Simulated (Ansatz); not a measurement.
Input for Ansatz (a quantum-chemistry and plane-wave program): U-CCSD(T)/def2-TZVPP on CdFHO (SMILES [OH][Cd][F]), a point of a bond scan (R = 2.602 Å). Elements past Kr take the def2 small-core potentials; no spin–orbit coupling.

Ansatz 0.2 input:
```yaml
crystal:
  periodic: [false, false, false]
  atoms:
    - {symbol: Cd, position_ang: [0.00856396, 0.00630545, -0.00125543]}
    - {symbol: F, position_ang: [1.25509041, 0.92057288, -1.17515466]}
    - {symbol: O, position_ang: [-1.31759942, -0.96697864, 1.07688400]}
    - {symbol: H, position_ang: [-0.90851961, -0.65650523, 3.62756458]}
basis:
  gaussian:
    orbitals: def2-TZVPP
correlation: {method: ccsd_t, electrons: outside_noble_gas}
scf: {omitted_lower_state_checks: [cluster_reference]}
magnetization: {spin_polarized: true, initial_magnetization: 0}
```

Output:

```
WARN ansatz: RAYON_NUM_THREADS=1 ignored (pool sized by the plan → 1); use --threads N
Functional definition: HF
these checks for a lower state are left out or cut short: cluster_reference
integrals: 0.39 GiB planned
868 factors; integrals over basis functions are off by at most 1.7e-3 eV
mean field: 0.41 GiB planned
mean field evaluation 1: about -9283.0482 eV, gradient 4.5e1 eV
mean field evaluation 2: about -9283.0582 eV, gradient 4.5e1 eV
mean field evaluation 4: about -9292.0810 eV, gradient 1.4e1 eV
mean field evaluation 8: about -9293.6978 eV, gradient 3.9e-1 eV
mean field evaluation 16: about -9293.6947 eV, gradient 4.4e-3 eV
mean field evaluation 32: about -9298.2672 eV, gradient 3.5e-3 eV
mean field evaluation 64: about -9298.1994 eV, gradient 4.3e-1 eV
mean field evaluation 96: about -9298.2462 eV, gradient 7.5e-2 eV
mean field evaluation 128: about -9298.2043 eV, gradient 2.6e-1 eV
mean field evaluation 160: about -9292.4451 eV, gradient 5.0e0 eV
mean field evaluation 192: about -9293.6094 eV, gradient 3.5e0 eV
mean field -9298.26716639 eV, -341.7050157731 hartree, gradient 1.8e-6 eV, S^2 1.002517; 15 other end points of the search recorded, 0 dependent functions left out
6 core orbitals not correlated
reference -9298.26716639 eV, -341.7050157731 hartree; 13, 13 occupied and 113, 113 virtual orbitals, 868 factors
second order -24.03151104 eV of doubles, -0.00000000 eV of singles
coupled cluster: 1.17 GiB planned
cycle   1  -22.85949533 eV  change     1.2e0 eV  update   1.2e-1
cycle   2  -23.32214488 eV  change   -4.6e-1 eV  update   4.4e-2
cycle   3  -23.46422678 eV  change   -1.4e-1 eV  update   2.7e-2
cycle   4  -23.46280161 eV  change    1.4e-3 eV  update   1.1e-2
cycle   5  -23.44864982 eV  change    1.4e-2 eV  update   4.4e-3
cycle   6  -23.45159916 eV  change   -2.9e-3 eV  update   2.7e-3
cycle   7  -23.45426200 eV  change   -2.7e-3 eV  update   1.8e-3
cycle   8  -23.45440875 eV  change   -1.5e-4 eV  update   1.5e-3
cycle   9  -23.45484333 eV  change   -4.3e-4 eV  update   1.2e-3
cycle  10  -23.45613782 eV  change   -1.3e-3 eV  update   9.7e-4
cycle  11  -23.45501964 eV  change    1.1e-3 eV  update   6.9e-4
cycle  12  -23.45576671 eV  change   -7.5e-4 eV  update   4.0e-4
cycle  13  -23.45582659 eV  change   -6.0e-5 eV  update   2.0e-4
cycle  14  -23.45593683 eV  change   -1.1e-4 eV  update   1.3e-4
cycle  15  -23.45608806 eV  change   -1.5e-4 eV  update   8.6e-5
cycle  16  -23.45607599 eV  change    1.2e-5 eV  update   6.4e-5
cycle  17  -23.45605961 eV  change    1.6e-5 eV  update   4.6e-5
cycle  18  -23.45605453 eV  change    5.1e-6 eV  update   2.5e-5
coupled cluster: 1.18 GiB planned
perturbative correction -0.77063884 eV, -0.0283204552 hartree
Total energy: -9322.49385976 eV, -342.5953303331 hartree
Checks for a lower state left out: cluster_reference
```

The run converged. Its determinant has ⟨S²⟩ = 1.00, a mixture of spin states.

Cost: very roughly 50 core-seconds.
